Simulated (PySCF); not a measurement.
**Size series: flake hBN**

All values: TDA PBE0/6-31G*, gas phase, PySCF SCF with an in-house response code, fitting set def2-universal-JFIT up to Ne and JKFIT beyond, grid level 1 (kernel 0), vertical, one conformer each, geometries GFN2-xTB; core orbitals frozen in the response, virtual orbitals above 1.5 Eh left out. The lowest 6 singlets were sought, and the brightest is taken among them. The runs took 2 to 30 CPU minutes each on shared server CPUs.

Some members have dark charge-transfer states, which this functional places too low. Without diffuse functions Rydberg states are missing, so unbound LUMOs, wide gaps and states within about 2 eV of the ionisation energy come out too high, and electron affinities are rough. Tubes, flakes and crystal cuts are finite pieces capped as the formulas show; sizes are those of the cut before relaxation.

```tsv
rings	formula	HOMO-LUMO gap / eV	S1 / eV	brightest singlet sought / eV	LUMO / eV	HOMO / eV
5	B10H12N10	6.73	5.93	5.93	-0.03	-6.77
6	B11H13N12	7.14	6.19	6.25	0.62	-6.52
8	B14H14N14	6.53	5.80	6.46	-0.13	-6.66
9	B15H15N16	6.94	6.11	6.61	0.28	-6.66
11	B20H20N20	6.24	5.77	5.77	-0.27	-6.52
14	B22H18N22	6.56	5.96	6.18	-0.15	-6.70
15	B23H19N24	6.73	6.03	6.03	0.27	-6.46
18	B26H19N27	6.70	6.06	6.06	0.10	-6.60
```
